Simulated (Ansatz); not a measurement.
One change: `N[CH]1[SiH2][GeH2]1` becomes `[CH2]1[SiH2][GeH2]1`.

Ansatz, PBE0-D4/def2-TZVP geometries, multiplicity 1. Each molecule was computed in one conformer, which needn't be the lowest.

Scalar relativity is left out up to krypton.

| property | `N[CH]1[SiH2][GeH2]1` |
| --- | --- |
| HOMO–LUMO gap (PBE0/def2-TZVPP) / eV | 5.88 |
| size of the dipole moment (PBE/def2-TZVPP) / D | 1.46 |
| LUMO energy (B3LYP/def2-TZVPP) / eV | -0.48 |
| size of the dipole moment (B3LYP/def2-TZVPP) / D | 1.37 |
| LUMO energy (ωB97M-V/def2-TZVPP) / eV | 1.43 |
| HOMO–LUMO gap (PBE/def2-TZVPP) / eV | 3.95 |

Task: Give the same properties after the change, and the shifts. (Best estimate.)

Result: Ansatz gave: 
```csv
property,`[CH2]1[SiH2][GeH2]1`,shift
HOMO–LUMO gap (PBE0/def2-TZVPP) / eV,6.33,0.45
size of the dipole moment (PBE/def2-TZVPP) / D,0.42,-1.04
LUMO energy (B3LYP/def2-TZVPP) / eV,-0.51,-0.03
size of the dipole moment (B3LYP/def2-TZVPP) / D,0.34,-1.03
LUMO energy (ωB97M-V/def2-TZVPP) / eV,1.43,0.00
HOMO–LUMO gap (PBE/def2-TZVPP) / eV,4.53,0.58
```

Dipoles are sizes alone; their direction can turn.

B3LYP here is the variant with VWN-RPA as its local correlation; programs differ in this.
